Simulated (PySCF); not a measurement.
# How methods differ on the excitation energy of Si²⁺

Si²⁺ [Ne] 3s2 (1S) → Si²⁺ [Ne] 3d2 (3F), as a difference of total energies. Computed with PySCF 2.14 in aug-cc-pwCVDZ, with the non-relativistic Hamiltonian (point nucleus). Correlated levels: valence and next inner shell: 1s2 frozen. The calculations carry no spin-orbit coupling.

```json
{"method": "UHF", "excitation energy (eV)": "36.170"}
{"method": "MP2 (valence and next inner shell)", "excitation energy (eV)": "37.324"}
{"method": "SCS-MP2 (valence and next inner shell)", "excitation energy (eV)": "37.416"}
{"method": "CCSD (valence and next inner shell)", "excitation energy (eV)": "37.607"}
{"method": "CCSD(T) (valence and next inner shell)", "excitation energy (eV)": "37.634"}
```

Question: How much does correlation contribute at CCSD(T) (valence and next inner shell)?

Answer: 37.634 − (36.170) = 1.464 eV, measured against UHF.

The upper state lies above the first ionisation limit, where it may autoionise and the basis confines it.

The promoted electron is Rydberg-like, and one or two diffuse shells describe it only roughly, which tends to raise the upper state.
